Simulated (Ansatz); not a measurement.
`N#[C][In]([F])[Cl]` + `O[SiH3]` → `[F][In]([Cl])[O][SiH3]` + `C#N` at 600 K and 1 bar (ligand exchange at the In–C bond).

Calculated with Ansatz (gas phase, PBE0-D4/def2-TZVP geometries, no zero-point term in ΔE). CBS: MP2 limit from def2 TZ/QZ plus the TZ coupled-cluster correction, frozen cores. This one scheme is used for every species. def2 core potentials past Kr. For In outer-core shells are correlated without core-valence functions, which leaves a few kJ/mol of doubt a bond. One conformer a species, not always the lowest.

```tsv
species	CCSD(T)/CBS energy (Eh)	H − E (kJ/mol)	S (J/(mol·K))
`N#[C][In]([F])[Cl]`	-842.19796	75.9	427.2
`O[SiH3]`	-366.69042	135.7	307.9
`[F][In]([Cl])[O][SiH3]`	-1115.57293	147.5	500.6
`C#N`	-93.32098	64.3	228.4
```

H − E and S are ideal-gas, rigid-rotor, harmonic terms from PBE0-D4/def2-TZVP, for one conformer and one mirror image of each species. 1 Eh = 2625.50 kJ/mol, R = 8.31446 J/(mol·K).

By hand: ΔE, ΔH, ΔS and ΔG.

ΔE = (-1115.57293) + (-93.32098) − (-842.19796) − (-366.69042) = -0.00553 Eh = -14.5 kJ/mol. Δ(H − E) = 147.5 + 64.3 − 75.9 − 135.7 = 0.2, so ΔH = -14.3 kJ/mol. ΔS = 500.6 + 228.4 − 427.2 − 307.9 = -6.1 J/(mol·K). ΔG = -14.3 − 600 × (-6.1)/1000 = -10.6 kJ/mol.

By hand: the equilibrium constant, and the temperature at which ΔG would vanish if ΔH and ΔS stayed fixed.

log₁₀ K = −ΔG/(RT ln 10) = 0.9. ΔG = 0 at ΔH/ΔS = 2344 K, though so small a ΔS makes that figure unsure.

The number of gas molecules stays the same, so ΔS is small and ΔH decides. A doubt of 5 kJ/mol in ΔE shifts log₁₀ K by 0.4 here. Other conformers and mirror images would add mixing entropy, several J/(mol·K) or more a flexible species. Modes under 60 cm⁻¹, often nearly free rotors, make the harmonic entropy too high. These are equilibria of isolated gas molecules and say nothing of rates. Largest T1 diagnostic: 0.016 (customary marks: 0.02 for closed shells, 0.045 for open ones).
